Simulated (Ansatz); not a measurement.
```yaml
crystal:
  periodic: [false, false, false]
  atoms:
    - {symbol: F, position_ang: [-3.816025, 3.918159, -0.650102]}
    - {symbol: Si, position_ang: [-1.502635, 1.371652, -1.419102]}
    - {symbol: C, position_ang: [1.725999, 0.573236, 0.885083]}
    - {symbol: Ga, position_ang: [-0.619169, -3.280790, 0.357581]}
    - {symbol: H, position_ang: [-0.693020, 1.693969, -4.566453]}
    - {symbol: H, position_ang: [1.303761, 0.709505, 3.268376]}
    - {symbol: H, position_ang: [3.950681, 1.335400, 0.429391]}
    - {symbol: H, position_ang: [-0.146971, -6.446531, 1.572246]}
basis:
  gaussian: {orbitals: STO-3G}
hamiltonian: {xc: {name: PBE0-DH}}
```

```sh
$ ansatz run in.yaml --threads 2 --pin off --events-out ev --progress --plain --max-ram 4352MiB
```

Shortened log:

```
Functional definition: PBE0-DH
430 factors; integrals over basis functions are off by at most 4.6e-5 eV
mean field evaluation 1: about -61869.3211 eV, gradient 1.4e2 eV
mean field evaluation 2: about -61869.3638 eV, gradient 1.4e2 eV
mean field evaluation 4: about -61479.9073 eV, gradient 2.3e2 eV
mean field evaluation 8: about -62649.6718 eV, gradient 2.6e1 eV
mean field evaluation 16: about -63232.4164 eV, gradient 7.8e1 eV
mean field evaluation 32: about -63253.6193 eV, gradient 8.9e-2 eV
mean field evaluation 64: about -63253.6210 eV, gradient 4.7e-2 eV
mean field evaluation 96: about -63253.5964 eV, gradient 4.9e-1 eV
mean field -63253.62552956 eV, -2324.5278633639 hartree, gradient 2.9e-6 eV, S^2 0.000000; 6 other end points of the search recorded, 0 dependent functions left out; unrestricted orbitals would lower it
16 core orbitals not correlated: weight in the atoms' cores, before any rotation towards them, 1.000 or more for the frozen orbitals, at most 0.000 for the correlated occupied ones
reference -63253.62554779 eV, -2324.5278640340 hartree; 16, 16 occupied and 9, 9 virtual orbitals, 430 factors
second order -34.90238908 eV of doubles, -0.00000000 eV of singles
Total energy: -63257.98834643 eV, -2324.6881939266 hartree
```

In this input the geometry is stretched to more than twice its size. The calculation finished and met its thresholds. The result belongs to that input, not to the molecule as meant.
